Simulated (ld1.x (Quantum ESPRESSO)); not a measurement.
## u(r) = r·R(r): atom against pseudo-atom (magnesium)

Columns: radius, all-electron u(r) and pseudo u(r) of the 3p shell (level -2.13 eV) of magnesium in the configuration [Ne] 3s1 3p1; LDA (PZ), non-relativistic, RRKJ scheme, ld1.x (Quantum ESPRESSO) 7.5.

```csv
r (bohr),all-electron,pseudo
0.123,0.0701,-0.0017
0.245,0.1468,-0.0069
0.368,0.1784,-0.0158
0.490,0.1711,-0.0282
0.613,0.1390,-0.0447
0.735,0.0935,-0.0648
0.858,0.0409,-0.0888
0.980,-0.0136,-0.1158
1.103,-0.0680,-0.1457
1.225,-0.1199,-0.1772
1.348,-0.1691,-0.2101
1.470,-0.2144,-0.2429
1.593,-0.2563,-0.2753
1.715,-0.2940,-0.3061
1.838,-0.3282,-0.3354
1.960,-0.3585,-0.3624
2.083,-0.3856,-0.3872
2.205,-0.4090,-0.4095
2.328,-0.4293,-0.4294
2.450,-0.4465,-0.4465
2.573,-0.4609,-0.4609
2.695,-0.4725,-0.4725
2.818,-0.4817,-0.4817
2.940,-0.4885,-0.4885
3.063,-0.4933,-0.4933
3.185,-0.4960,-0.4960
```

(1) How many radial nodes do the two functions have?

(2) At about which radius was the pseudo-wave matched?

(3) Is the pseudo-wave norm-conserving?

Answers

(1) The all-electron 3p function has n − l − 1 = 1; the pseudo-wave has 0, since the states of the same l below it are removed with the core.

(2) 2.45 bohr. The columns agree to 0.0005 from 2.33 bohr on; several derivatives are matched, so the curves merge somewhat inside the radius.

(3) Yes: the RRKJ scheme keeps the norm inside the radius equal to the all-electron one, which fixes the energy derivative of the logarithmic derivative at the level.
